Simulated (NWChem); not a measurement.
# SiH2Cl2; SMILES Cl[SiH2]Cl

Program: NWChem. Pople sets run with spherical d functions. Coordinates come from a PBE0/def2-SVP optimisation. Ions are spin-unrestricted doublets at the neutral geometry; other ion states weren't tried. Functional: LC-ωPBE (HJS hole) with 6-31G*; rows give the range parameter ω in 1/bohr.

Problem. At which range parameter does −ε(HOMO) equal the ΔSCF ionisation energy (optimal tuning)?

Solution. about 0.45 per bohr, by linear interpolation in these runs:
```
range parameter (1/bohr)  vertical ionisation energy, ΔSCF (eV)  −ε(HOMO) (eV)  ΔSCF minus −ε(HOMO) (eV)
------------------------  -------------------------------------  -------------  ------------------------
0.05                                                      10.85           8.50                      2.35
0.20                                                      11.26          10.43                      0.83
0.40                                                      12.06          11.97                      0.09
0.50                                                      12.35          12.43                     -0.08
0.80                                                      12.78          13.13                     -0.35
```
